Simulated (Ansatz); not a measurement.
Isolated molecules relaxed with PBE0-D4/def2-TZVP in Ansatz; ΔE leaves out vibrations. CBS: MP2 limit from def2 TZ/QZ plus the TZ coupled-cluster correction, frozen cores. This one scheme is used for every species. DFT in def2-TZVPP. Each species was taken in one conformer, which may not be the lowest.

Reaction (formal exchange of groups at the Al–Cl bond): `[F][Al]([SH])[Cl]` + SiH₄ → `[F][Al]([SiH3])[SH]` + HCl

CCSD(T)/CBS gives +35.8 kcal/mol.

(1) Another level gave +31.8 kcal/mol. Which?
A. r2SCAN0-D4/def2-TZVPP
B. BHLYP/def2-TZVPP
C. revPBE-D4/def2-TZVPP
D. LC-ωPBE/def2-TZVPP

(2) What do rigid-rotor, harmonic-oscillator terms from PBE0-D4/def2-TZVP frequencies (298.15 K, 1 bar) make of the CCSD(T)/CBS value? (An estimate is asked.)

Largest T1 diagnostic among the species: 0.013.

## Answers

(1) C. revPBE-D4 31.8, LC-ωPBE 34.6, r2SCAN0-D4 36.3, BHLYP 37.7 kcal/mol.

(2) Ansatz gave: ΔZPE = -0.9 kcal/mol, ΔH = +35.6 kcal/mol, ΔS = 21 J/(mol·K), ΔG = +34.1 kcal/mol. Modes under 50 cm⁻¹ make the entropy rough.

In def2-TZVPP, CCSD(T) changes the Hartree–Fock value by −5.2 kcal/mol (the triples alone add −0.5 kcal/mol) and MP2 by −2.6 kcal/mol. From PBE to PBE0 (25 % exact exchange), in def2-TZVPP and without D4, ΔE moves by +1.8 kcal/mol.
